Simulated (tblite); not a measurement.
C₅H₁₂N₂.
SMILES with atom numbers: `[CH3:1][CH2:2][NH:3][CH2:4]/[CH:5]=[N:6]/[CH3:7]` (hydrogens: H8, H9, H10 on C1; H11, H12 on C2; H13 on N3; H14, H15 on C4; H16 on C5; H17, H18, H19 on C7)

Computed with GFN2-xTB (tblite), gas phase: nudged elastic band of 9 images (0 to 8), spring 0.2 eV/Å², climbing image at the end, force threshold 0.05 eV/Å. The top image wasn't refined or checked by frequencies; at this threshold it can lie a kcal/mol or more above the true saddle point of the method.

The band describes a rotation about C4–N3 (sp3 carbon bound to nitrogen, secondary amine nitrogen), followed by the dihedral C5–C4–N3–C2, from the optimised start (177°) to a second optimised geometry at -67°.

**Question.** How does the energy change from image to image?

**Answer.** 
| image | dihedral (°) | E (eV) | C4–N3 (Å) | C5···C2 (Å) | largest true force (eV/Å) |
| --- | --- | --- | --- | --- | --- |
| 0 | 177 | 0.000 | 1.452 | 3.73 | 0.01 |
| 1 | -170 | 0.010 | 1.454 | 3.72 | 0.03 |
| 2 | -155 | 0.041 | 1.457 | 3.69 | 0.04 |
| 3 | -140 | 0.080 | 1.461 | 3.64 | 0.05 |
| 4 | -124 | 0.099 | 1.462 | 3.55 | 0.03 |
| 5 | -108 | 0.081 | 1.460 | 3.44 | 0.06 |
| 6 | -93 | 0.037 | 1.456 | 3.30 | 0.07 |
| 7 | -78 | -0.004 | 1.452 | 3.14 | 0.05 |
| 8 | -67 | -0.025 | 1.451 | 3.04 | 0.01 |

Barriers of this band. The top is image 4 at -124°: 0.099 eV forward and 0.124 eV back; the end lies 0.025 eV below the start. The central bond is 0.010 Å longer at the top than at the start.

**Question.** What rate follows at 200 K for crossing this barrier forward?

**Answer.** Taking the electronic barrier for the free energy of activation (no zero-point or entropy terms, transmission 1), rate = (kT/h)·exp(−ΔE/kT) ≈ 1 × 10^10 s⁻¹, whose inverse is 8 × 10^-11 s. An error of 1 kcal/mol in the barrier changes this by a factor of 12, and the method and the loose band can each miss by that much or more.

**Question.** How would the two end points share their population at 200 K, from these energies alone?

**Answer.** exp(−ΔE/kT) with ΔE = 0.025 eV gives 0.23 for the higher one (start) against 1 for the lower, without vibrational, rotational or degeneracy terms. GFN2-xTB can put conformers this close in the wrong order.

**Question.** How long is the path, and how are the images spaced?

**Answer.** Cartesian distances between aligned neighbours (all atoms, Å): 0.70, 0.72, 0.73, 0.74, 0.75, 0.75, 0.76, 0.81; the sum is 5.96 Å, and the top lies 48 % of the way along.

What follows is the cost of the whole band run. Cost: about 9 s of CPU time on one thread; the machine was shared, so the figure is rough.
